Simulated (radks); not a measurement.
The numbers below are computed, except where a source is named.
Ionisation of neutral hafnium, [Xe] 4f14 5d2 6s2, to [Xe] 4f14 5d1 6s2 as the strength of local exchange is varied. Code: a radial shooting solver on a logarithmic mesh with Libxc functionals. Model: Dirac Kohn-Sham, Slater X-alpha exchange (alpha = 2/3 is LDA exchange), no correlation, spin-unpolarised, spherical densities, finite nucleus; open shells fill j = l - 1/2 first; Fermi nuclear charge, rms radius 5.347 fm.

| alpha | E(Hf) (hartree) | exchange (hartree) | IE (eV) | -e of the level emptied (eV) | <r> of it (bohr) |
|---|---|---|---|---|---|
| 0.667 | -15079.3516 | -293.2183 | 5.786 | 2.000 (5d3/2) | 2.518 |
| 0.744 | -15113.2432 | -327.8757 | 6.548 | 2.596 (5d3/2) | 2.418 |
| 0.789 | -15133.0887 | -348.2064 | 7.014 | 2.968 (5d3/2) | 2.366 |
| 0.904 | -15183.9341 | -400.4185 | 8.268 | 3.998 (5d3/2) | 2.248 |
| 0.958 | -15207.8733 | -425.0620 | 8.888 | 4.518 (5d3/2) | 2.200 |

NIST Atomic Spectra Database: 6.825 eV (measured). The Delta-SCF value meets it near alpha = 0.77. Spin polarisation and multiplet splitting are left out, so open shells lie too high by an amount that depends on their filling.

Beside tabulated values, note that spin-unpolarised runs miss the spin-polarisation part of the exchange energy of open shells.
